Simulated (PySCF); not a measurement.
Match the calculated data to a structure.

All candidates are C8H16P (charge +1).

* NMR, other nuclei: isotropic shieldings of nuclei other than C and H, by class: 346 (1 P) ppm [GIAO PBE0/pcSseg-1]
* Rotational structure: rotational constants A, B, C: 2.061, 0.972, 0.786 GHz [GFN2-xTB]
* 1H NMR: chemical shifts (computed TMS as zero) by class: 6.40 (2 H), 3.44 (2 H), 3.31 (1 H), 2.86 (2 H), 2.41 (3 H), 1.37 (6 H) ppm [GIAO PBE0/pcSseg-1]
* 13C NMR: chemical shifts (computed TMS as zero) by class: 195.9 (1 C), 107.2 (1 C), 38.6 (1 C), 36.6 (1 C), 22.9 (2 C), 14.9 (1 C), 14.2 (1 C) ppm [GIAO PBE0/pcSseg-1]

Gas-phase values; electronic properties from PySCF, density fitting. Levels stand in brackets. Isolated species at its GFN2-xTB geometry (one conformer only). GFN2-xTB frequencies show an imaginary mode (21i cm⁻¹), so this geometry is no minimum at that level. NMR classes are plain means over equivalent atoms (diastereotopic ones count apart unless rotation or inversion swaps them), as if these changed places fast.

Question: Which candidate is it?
A. `C=C[C@@H]1C[P@@H+](CC)[C@H]1C`
B. `C=CC[P+](C)(C)/C=C/C`
C. `CC1=C(C(C)C)CC[PH2+]1`

Answer: C. It is `CC1=C(C(C)C)CC[PH2+]1`. Numbering: `[CH3:1][C:2]1=[C:3]([CH:4]([CH3:5])[CH3:6])[CH2:7][CH2:8][PH2+:9]1`. 8 carbons fall into 7 classes; from least to most shielded: fully substituted alkene carbon [C3] (195.9 ppm), fully substituted alkene carbon [C2] (107.2 ppm), allylic carbon [C7] (38.6 ppm), allylic carbon [C4] (36.6 ppm), methyl carbon [C5/C6] (22.9 ppm, 2 C), allylic carbon [C1] (14.9 ppm), ring sp3 carbon bound to phosphorus [C8] (14.2 ppm). Hydrogen classes from least to most shielded: 2 H on a phosphonium phosphorus, P9 (6.40 ppm), 2 H on an allylic carbon, C7 (3.44 ppm), 1 H on an allylic carbon, C4 (3.31 ppm), 2 H on an sp3 carbon bound to phosphorus, C8 (2.86 ppm), 3 H on an allylic carbon, C1 (2.41 ppm, a mean of values up to 0.9 ppm apart in this geometry), 6 H on 2 methyl carbons, C5/C6 (1.37 ppm, a mean of values up to 0.7 ppm apart in this geometry). The other shieldings belong to: 346 ppm, phosphonium phosphorus [P9]. The optimised geometry has point group C1 and is an asymmetric top.

The others, at the same levels:
- `C=CC[P+](C)(C)/C=C/C` fails: its computed 13C shifts are 173.2 (1 C), 138.2 (1 C), 127.9 (1 C), 112.6 (1 C), 36.8 (1 C), 26.6 (1 C), 9.6 (2 C) ppm, 1H shifts are 7.17 (1 H), 6.22 (1 H), 6.13 (1 H), 5.81 (1 H), 5.70 (1 H), 3.00 (2 H), 2.58 (3 H), 1.89 (6 H) ppm and rotational constant A is 1.525 GHz (against 2.061 GHz).
- `C=C[C@@H]1C[P@@H+](CC)[C@H]1C` fails: it has 8 carbon classes against 7; its computed 13C shifts are 142.5 (1 C), 134.1 (1 C), 51.9 (1 C), 47.3 (1 C), 26.6 (1 C), 15.4 (1 C), 15.0 (1 C), 8.3 (1 C) ppm, 1H shifts are 6.11 (1 H), 6.09 (1 H), 6.04 (1 H), 5.99 (1 H), 3.42 (1 H), 3.12 (1 H), 2.92 (1 H), 2.90 (1 H), 2.59 (1 H), 2.56 (1 H), 1.65 (3 H), 1.62 (3 H) ppm and rotational constant A is 2.560 GHz (against 2.061 GHz).

Each candidate is one conformer, not necessarily the lowest. Dipoles, sizes and rotational constants follow the conformer. The torsions of the flexible species, by atom-mapped SMILES:
- `[CH2:1]=[CH:2][CH2:3][P+:4]([CH3:5])([CH3:6])/[CH:7]=[CH:8]/[CH3:9]`: C1–C2–C3–P4 -117°, C2–C3–P4–C5 179°, C3–P4–C7–C8 121°
- `[CH2:1]=[CH:2][C@@H:3]1[CH2:4][P@@H+:5]([CH2:6][CH3:7])[C@H:8]1[CH3:9]`: C1–C2–C3–C4 -127°, C4–P5–C6–C7 -79°

The conformers of `CC1=C(C(C)C)CC[PH2+]1` aren't listed.
